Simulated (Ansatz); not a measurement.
Consider the redistribution: `C[O][Sn]([OH])([F])[Cl]` + `[CH3][GeH2][F]` → `C[O][SnH]([F])[Cl]` + `[CH3][GeH]([OH])[F]`.

Gas-phase electronic energies from Ansatz, PBE0-D4/def2-TZVP geometries. CCSD(T)/CBS is the MP2 limit (def2-TZVPP, def2-QZVPP) plus CCSD(T) − MP2 in def2-TZVPP, frozen cores. DFT in def2-TZVPP. B3LYP here is the variant with VWN-RPA as its local correlation; programs differ in this. Elements past krypton have def2 core potentials. For Ge, Sn outer-core shells are correlated without core-valence functions, which leaves a few kJ/mol of doubt a bond. Scalar relativity is left out up to krypton. One conformer a species, not always the lowest.

| level | ΔE (kJ/mol) |
| --- | --- |
| PBE-D4 | -35.3 |
| BHLYP-D4 | -41.8 |
| CAM-B3LYP-D4 | -41.2 |
| B2PLYP | -38.2 |
| r2SCAN | -38.0 |
| PBE0 | -39.4 |
| B3LYP | -38.3 |
| MP2/def2-TZVPP | -39.6 |

Q: What does CCSD(T)/CBS give? (Estimate.)

A: Computed: -34.7 kJ/mol. The listed levels differ from it by -0.6, -7.1, -6.5, -3.5, -3.3, -4.7, -3.6, -4.9 kJ/mol.

Largest T1 diagnostic among the species: 0.014.

From PBE to PBE0 (25 % exact exchange), in def2-TZVPP and without D4, ΔE moves by −3.9 kJ/mol. In def2-TZVPP, CCSD(T) changes the Hartree–Fock value by +4.6 kJ/mol (the triples alone add +1.8 kJ/mol) and MP2 by +4.4 kJ/mol.

CCSD(T)/CBS has its own doubt, a few kJ/mol and more with outer-core shells, so smaller differences from it don't rank the levels.
